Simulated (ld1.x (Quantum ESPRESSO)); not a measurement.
**Before and after: TM semilocal potential for V**

```
Element                 : V
Generator               : ld1.x (Quantum ESPRESSO) 7.5
Type                    : norm-conserving Troullier–Martins (semilocal form)
Functional              : Wu–Cohen
Relativity              : scalar-relativistic
Frozen core             : [Ar]
Valence charge          : 5
Reference configuration : 3d4 4s1 4p0
Partial waves           : 4s (bound): rc 2.10 bohr; 4p (bound, empty): rc 3.75 bohr; 3d (bound): rc 1.40 bohr
Local potential         : the d channel
Core correction         : Bessel-smoothed model core inside 1.40 bohr
```

Change: all radii but the core radius scaled by about 1.39 (s 2.92, p 5.20, d 1.94 bohr).

Cutoffs: the cutoffs (Ry, on a coarse ladder) from which the occupation-weighted sum of valence levels, in a spherical-Bessel basis at the reference potential, stays within 10 and 1 mRy of its value at 400 Ry; they do not see the model core or the augmentation charge, which bear on the density cutoff. Errors are all-electron minus pseudo energies relative to the spin-unpolarised reference configuration.

Task: How do hardness, ghosts and transferability respond?

Result: The potential gets softer (100 Ry and 110 Ry → 60 Ry and 70 Ry); of the 7 tests that both files solve, the error grows in 2 and shrinks in 2 by more than 15 % and 0.3 meV (median size 107.6 → 94.3 meV); neither file shows a bound ghost. A larger radius leaves more room for a smooth pseudo-wave, so fewer plane waves are needed. A semilocal file is local in each channel, so a ghost entry of none says nothing of the separable form that plane-wave codes build from it.

| quantity | base | changed |
| --- | --- | --- |
| cutoff, loose | 100 Ry | 60 Ry |
| cutoff, tight | 110 Ry | 70 Ry |
| loose cutoff by channel (10 mRy a level) | s 6 Ry, d 90 Ry | s 6 Ry, d 50 Ry |
| bound ghosts | none | none |
| error for 3d3 4s2 4p0, meV [ΔE -0.58 eV] | -117 | -120 |
| error for 3d3 4s1 4p0, meV [ΔE 7.18 eV] | -78 | -92 |
| error for 3d3 4s0 4p0, meV [ΔE 21.33 eV] | -108 | -131 |
| error for 3d3 4s0 4p1, meV [ΔE 11.31 eV] | -112 | -64 |
| error for 3d4 4s0 4p0, meV [ΔE 6.55 eV] | -22 | -19 |
| error for 3d3 4s1.5 4p0, meV [ΔE 2.52 eV] | -96 | -103 |
| error for 3d3 4s0 4p2, meV [ΔE 6.33 eV] | -146 | -94 |
